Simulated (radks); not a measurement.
Effect of the nuclear size on neutral tin, [Kr] 4d10 5s2 5p2. All-electron calculation, Dirac Kohn-Sham, LDA (Slater exchange, Perdew-Wang correlation), spin-unpolarised, spherical densities, finite nucleus; open shells are shared between the two j in proportion to 2j + 1; Fermi nuclear charge, rms radius 4.6519 fm. Program: a radial shooting solver on a logarithmic mesh with Libxc functionals. The rms radius is varied about that value; shifts are against it.

[
 {"rms radius (fm)": "3.7215", "total energy shift (eV)": "-1.49", "density at nucleus (e/bohr^3)": "1.97e+05", "1s1/2 shift (meV)": "-624", "2s1/2 shift (meV)": "-71.4", "4p1/2 shift (meV)": "0.227", "5s1/2 shift (meV)": "-0.238"},
 {"rms radius (fm)": "4.424", "total energy shift (eV)": "-0.390", "density at nucleus (e/bohr^3)": "1.918e+05", "1s1/2 shift (meV)": "-164", "2s1/2 shift (meV)": "-18.7", "4p1/2 shift (meV)": "0.060", "5s1/2 shift (meV)": "-0.063"},
 {"rms radius (fm)": "4.6519", "total energy shift (eV)": "0", "density at nucleus (e/bohr^3)": "1.903e+05", "1s1/2 shift (meV)": "0.000", "2s1/2 shift (meV)": "0.000", "4p1/2 shift (meV)": "0.000", "5s1/2 shift (meV)": "0.000"},
 {"rms radius (fm)": "4.8147", "total energy shift (eV)": "0.289", "density at nucleus (e/bohr^3)": "1.893e+05", "1s1/2 shift (meV)": "121", "2s1/2 shift (meV)": "13.9", "4p1/2 shift (meV)": "-0.044", "5s1/2 shift (meV)": "0.046"},
 {"rms radius (fm)": "5.4892", "total energy shift (eV)": "1.58", "density at nucleus (e/bohr^3)": "1.856e+05", "1s1/2 shift (meV)": "661", "2s1/2 shift (meV)": "75.6", "4p1/2 shift (meV)": "-0.240", "5s1/2 shift (meV)": "0.252"}
]

Slopes of the eigenvalues against <r^2> in GHz/fm^2, as finite differences over the two radii next to the reference (eigenvalue slopes, not the field-shift constants of lines): 1s1/2 19100, 2s1/2 2180, 4p1/2 -6.95, 5s1/2 7.29.
